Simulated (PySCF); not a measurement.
AlI₂ (SMILES [I][Al+][I]), charge +1, singlet, at a GFN2-xTB geometry (such geometries of metal compounds can be far from the true shape) (core potentials on I), with bond 3-1 at 1.8 times its length; CASSCF(4,3)/def2-SVP in PySCF.

Here is a job for PySCF.
```python
from pyscf import gto, scf, mcscf
import numpy

mol = gto.Mole()
mol.atom = '''
    Al    0.00000000    0.00000000    0.00000000
    I    -0.00000000   -0.00000000   -2.47380836
    I     0.00000000    0.00000000    4.45285505
'''
mol.basis = 'def2-svp'
mol.ecp = {'I': 'def2-svp'}
mol.charge = 1
mol.verbose = 4
mol.build()

mf = scf.RHF(mol)
mf.kernel()
mc = mcscf.CASSCF(mf, 3, 4)
mc.fix_spin_(ss=0.0)
mc.kernel()
occ = numpy.linalg.eigvalsh(mc.fcisolver.make_rdm1(mc.ci, mc.ncas, mc.nelecas))[::-1]
ss = mc.fcisolver.spin_square(mc.ci, mc.ncas, mc.nelecas)[0]
print('natural occupations', occ.round(4), ' <S^2>', round(ss, 4))
```

Problem. Predict the main parts of the log of this PySCF run.

Solution. 
```
PySCF version 2.14.0

[INPUT] verbose = 4
[INPUT] num. atoms = 3
[INPUT] num. electrons = 62
[INPUT] charge = 1
[INPUT] spin (= nelec alpha-beta = 2S) = 0
[INPUT] symmetry False subgroup None
[INPUT] Mole.unit = angstrom
[INPUT] Symbol           X                Y                Z      unit          X                Y                Z       unit  Magmom
[...]
nuclear repulsion = 155.892589807872
number of shells = 28
number of NR pGTOs = 158
number of NR cGTOs = 70
basis = def2-svp
ecp = {'I': 'def2-svp'}

******** <class 'pyscf.scf.hf.RHF'> ********
method = RHF
initial guess = minao
damping factor = 0
level_shift factor = 0
DIIS = <class 'pyscf.scf.diis.CDIIS'>
diis_start_cycle = 1
diis_space = 8
diis_damp = 0
SCF conv_tol = 1e-09
SCF conv_tol_grad = None
SCF max_cycles = 50
direct_scf = True
direct_scf_tol = 1e-13
Set gradient conv threshold to 3.16228e-05
Initial guess from minao.
init E= -770.930089273976
[...]
cycle= 1 E= -832.650211718978  delta_E= -61.7  |g|= 3.02  |ddm|= 10.5
[...]
cycle= 2 E= -828.73295770671  delta_E= 3.92  |g|= 2.49  |ddm|= 7.68
[...]
cycle= 3 E= -834.150004280467  delta_E= -5.42  |g|= 1.04  |ddm|= 5.32
[...]
cycle= 4 E= -834.597824808139  delta_E= -0.448  |g|= 0.341  |ddm|= 1.78
[...]
cycle= 5 E= -834.717421464795  delta_E= -0.12  |g|= 0.451  |ddm|= 2.35
[...]
cycle= 6 E= -834.7797869946  delta_E= -0.0624  |g|= 0.275  |ddm|= 0.46
[...]
cycle= 7 E= -834.812898111782  delta_E= -0.0331  |g|= 0.124  |ddm|= 0.433
[...]
cycle= 8 E= -834.822965663212  delta_E= -0.0101  |g|= 0.0162  |ddm|= 0.34
[...]
cycle= 9 E= -834.823171030265  delta_E= -0.000205  |g|= 0.00812  |ddm|= 0.0688
[...]
cycle= 10 E= -834.823205398567  delta_E= -3.44e-05  |g|= 0.00239  |ddm|= 0.0149
[...]
cycle= 11 E= -834.823208699475  delta_E= -3.3e-06  |g|= 0.00026  |ddm|= 0.00599
[...]
cycle= 12 E= -834.823208768067  delta_E= -6.86e-08  |g|= 7.14e-05  |ddm|= 0.00116
[...]
cycle= 13 E= -834.823208771268  delta_E= -3.2e-09  |g|= 1.69e-05  |ddm|= 0.000198
[...]
cycle= 14 E= -834.82320877157  delta_E= -3.01e-10  |g|= 3.91e-06  |ddm|= 6.02e-05
[...]
Extra cycle  E= -834.823208771589  delta_E= -1.91e-11  |g|= 1.89e-06  |ddm|= 1.06e-05
converged SCF energy = -834.823208771589

******** <class 'pyscf.mcscf.mc1step.CASSCF'> ********
CAS (2e+2e, 3o), ncore = 29, nvir = 38
max_cycle_macro = 50
max_cycle_micro = 4
conv_tol = 1e-07
conv_tol_grad = None
orbital rotation max_stepsize = 0.02
orbital rotation threshold for CI restart = 0.01
augmented hessian ah_max_cycle = 30
augmented hessian ah_conv_tol = 1e-12
augmented hessian ah_linear dependence = 1e-14
augmented hessian ah_level shift = 1e-08
augmented hessian ah_start_tol = 2.5
augmented hessian ah_start_cycle = 3
augmented hessian ah_grad_trust_region = 3
kf_trust_region = 3
kf_interval = 4
ci_response_space = 4
ci_grad_trust_region = 3
with_dep4 0
natorb = False
canonicalization = True
sorting_mo_energy = False
ao2mo_level = 2
internal_rotation = False
******** <class 'pyscf.fci.addons.SpinPenaltyFCISolver'> ********
max. cycles = 50
conv_tol = 1e-08
davidson only = True
linear dependence = 1e-12
level shift = 0.001
max iter space = 12
nroots = 1
pspace_size = 400
spin = None
CASCI E = -834.882487491360  S^2 = 0.0000000
Set conv_tol_grad to 0.000316228
macro iter   1 ( 21 JK    4 micro), CASSCF E = -834.896917894624  dE = -1.44304033e-02  S^2 = 0.0000000
               |grad[o]|=0.101  |grad[c]|=0.0175  |ddm|=0.0485  |maxRot[o]|=0.181
macro iter   2 (  9 JK    3 micro), CASSCF E = -834.897128129566  dE = -2.10234942e-04  S^2 = 0.0000000
               |grad[o]|=0.0147  |grad[c]|=0.000327  |ddm|=0.0147  |maxRot[o]|=0.0508
macro iter   3 (  7 JK    2 micro), CASSCF E = -834.897129676664  dE = -1.54709801e-06  S^2 = 0.0000000
               |grad[o]|=0.00157  |grad[c]|=6.63e-05  |ddm|=0.000412  |maxRot[o]|=0.0699
macro iter   4 (  7 JK    2 micro), CASSCF E = -834.897130289473  dE = -6.12808890e-07  S^2 = 0.0000000
[...]
macro iter  32 (  1 JK    1 micro), CASSCF E = -834.897130721910  dE =  0.00000000e+00  S^2 = 0.0000000
               |grad[o]|=0.000525  |grad[c]|=5.06e-07  |ddm|=    0  |maxRot[o]|=    0
macro iter  33 (  1 JK    1 micro), CASSCF E = -834.897130721910  dE =  0.00000000e+00  S^2 = 0.0000000
               |grad[o]|=0.000525  |grad[c]|=5.06e-07  |ddm|=    0  |maxRot[o]|=    0
macro iter  34 (  1 JK    1 micro), CASSCF E = -834.897130721910  dE =  0.00000000e+00  S^2 = 0.0000000
               |grad[o]|=0.000525  |grad[c]|=5.06e-07  |ddm|=    0  |maxRot[o]|=    0
macro iter  35 (  1 JK    1 micro), CASSCF E = -834.897130721910  dE =  0.00000000e+00  S^2 = 0.0000000
               |grad[o]|=0.000525  |grad[c]|=5.06e-07  |ddm|=    0  |maxRot[o]|=    0
macro iter  36 (  1 JK    1 micro), CASSCF E = -834.897130721910  dE =  0.00000000e+00  S^2 = 0.0000000
               |grad[o]|=0.000525  |grad[c]|=5.06e-07  |ddm|=    0  |maxRot[o]|=    0
macro iter  37 (  1 JK    1 micro), CASSCF E = -834.897130721910  dE =  0.00000000e+00  S^2 = 0.0000000
               |grad[o]|=0.000525  |grad[c]|=5.06e-07  |ddm|=    0  |maxRot[o]|=    0
macro iter  38 (  1 JK    1 micro), CASSCF E = -834.897130721910  dE =  0.00000000e+00  S^2 = 0.0000000
               |grad[o]|=0.000525  |grad[c]|=5.06e-07  |ddm|=    0  |maxRot[o]|=    0
macro iter  39 (  1 JK    1 micro), CASSCF E = -834.897130721910  dE =  0.00000000e+00  S^2 = 0.0000000
               |grad[o]|=0.000525  |grad[c]|=5.06e-07  |ddm|=    0  |maxRot[o]|=    0
macro iter  40 (  1 JK    1 micro), CASSCF E = -834.897130721910  dE =  0.00000000e+00  S^2 = 0.0000000
               |grad[o]|=0.000525  |grad[c]|=5.06e-07  |ddm|=    0  |maxRot[o]|=    0
macro iter  41 (  1 JK    1 micro), CASSCF E = -834.897130721910  dE =  0.00000000e+00  S^2 = 0.0000000
               |grad[o]|=0.000525  |grad[c]|=5.06e-07  |ddm|=    0  |maxRot[o]|=    0
macro iter  42 (  1 JK    1 micro), CASSCF E = -834.897130721910  dE =  0.00000000e+00  S^2 = 0.0000000
               |grad[o]|=0.000525  |grad[c]|=5.06e-07  |ddm|=    0  |maxRot[o]|=    0
macro iter  43 (  1 JK    1 micro), CASSCF E = -834.897130721910  dE =  0.00000000e+00  S^2 = 0.0000000
               |grad[o]|=0.000525  |grad[c]|=5.06e-07  |ddm|=    0  |maxRot[o]|=    0
macro iter  44 (  1 JK    1 micro), CASSCF E = -834.897130721910  dE =  0.00000000e+00  S^2 = 0.0000000
               |grad[o]|=0.000525  |grad[c]|=5.06e-07  |ddm|=    0  |maxRot[o]|=    0
macro iter  45 (  1 JK    1 micro), CASSCF E = -834.897130721910  dE =  0.00000000e+00  S^2 = 0.0000000
               |grad[o]|=0.000525  |grad[c]|=5.06e-07  |ddm|=    0  |maxRot[o]|=    0
macro iter  46 (  1 JK    1 micro), CASSCF E = -834.897130721910  dE =  0.00000000e+00  S^2 = 0.0000000
               |grad[o]|=0.000525  |grad[c]|=5.06e-07  |ddm|=    0  |maxRot[o]|=    0
macro iter  47 (  1 JK    1 micro), CASSCF E = -834.897130721910  dE =  0.00000000e+00  S^2 = 0.0000000
               |grad[o]|=0.000525  |grad[c]|=5.06e-07  |ddm|=    0  |maxRot[o]|=    0
macro iter  48 (  1 JK    1 micro), CASSCF E = -834.897130721910  dE =  0.00000000e+00  S^2 = 0.0000000
               |grad[o]|=0.000525  |grad[c]|=5.06e-07  |ddm|=    0  |maxRot[o]|=    0
macro iter  49 (  1 JK    1 micro), CASSCF E = -834.897130721910  dE =  0.00000000e+00  S^2 = 0.0000000
               |grad[o]|=0.000525  |grad[c]|=5.06e-07  |ddm|=    0  |maxRot[o]|=    0
macro iter  50 (  1 JK    1 micro), CASSCF E = -834.897130721910  dE =  0.00000000e+00  S^2 = 0.0000000
               |grad[o]|=0.000525  |grad[c]|=5.06e-07  |ddm|=    0  |maxRot[o]|=    0
1-step CASSCF not converged,  50 macro (300 JK  75 micro) steps
CASSCF canonicalization
Density matrix diagonal elements [1.99999922 1.28401257 0.71598821]
CASSCF energy = -834.897130721910
CASCI E = -834.897130721910  E(CI) = -4.05995015185465  S^2 = 0.0000000
natural occupations [2.     1.2973 0.7027]  <S^2> 0.0
```

Convergence was not reached.
